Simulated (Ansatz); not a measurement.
Basis sets compared for Mo(NH)2F2 (MoN₂F₂H₂). The state is a singlet with charge 0. Geometry PBE-D4/def2-SVP. Ansatz on 4 threads of Intel Xeon Platinum 8259CL on a shared host; times are rough, and most runs start from earlier orbitals.

Cartesian coordinates in Å:
```
Mo -0.135 0.479 -0.240
N 1.453 -0.216 -0.194
H 2.148 -0.930 0.057
N -1.231 -0.576 0.591
H -1.488 -1.418 1.121
F -0.669 0.564 -2.030
F -0.078 2.097 0.695
```

In the def2 sets Mo takes a core potential; there is no spin–orbit coupling. The restricted singlet is unstable towards broken spin symmetry in Hartree–Fock (as tested in another run); at PBE-D4/def2-SVP, PBE-D4/def2-TZVP, PBE-D4/def2-TZVPD, r2SCAN-D4/def2-TZVP and others this wasn't settled.

Binding counts from free atoms (Mo septet, N quartet, H doublet, F doublet) in the same basis, without a counterpoise term.

```tsv
level	functions	energy (Eh)	HOMO (eV)	LUMO (eV)	binding per atom (eV)	wall time
PBE-D4/def2-SVP	97	-378.2274	-6.90	-2.82	4.34	0.8 s
PBE-D4/def2-TZVP	176	-378.6224	-7.07	-3.03	4.26	1.3 s
r2SCAN-D4/def2-TZVP (with forces)	176	-378.7878	-7.38	-3.01	3.96	2.6 s
PBE0-D4/def2-SVP	97	-378.1449	-8.37	-2.16	3.91	0.95 s
PBE0-D4/def2-TZVP	176	-378.5399	-8.46	-2.31	3.86	1.9 s
```

Question: Estimate the rows for PBE-D4/def2-TZVPD, r2SCAN-D4/def2-TZVPD, PBE0-D4/def2-TZVPD.

Answer: 
| level | functions | energy (Eh) | HOMO (eV) | LUMO (eV) | binding per atom (eV) | wall time |
| --- | --- | --- | --- | --- | --- | --- |
| PBE-D4/def2-TZVPD | 212 | -378.6268 | -7.10 | -3.09 | 4.27 | 1.8 s |
| r2SCAN-D4/def2-TZVPD | 212 | -378.7919 | -7.39 | -3.03 | 3.96 | 2.9 s |
| PBE0-D4/def2-TZVPD | 212 | -378.5443 | -8.47 | -2.35 | 3.87 | 2.3 s |
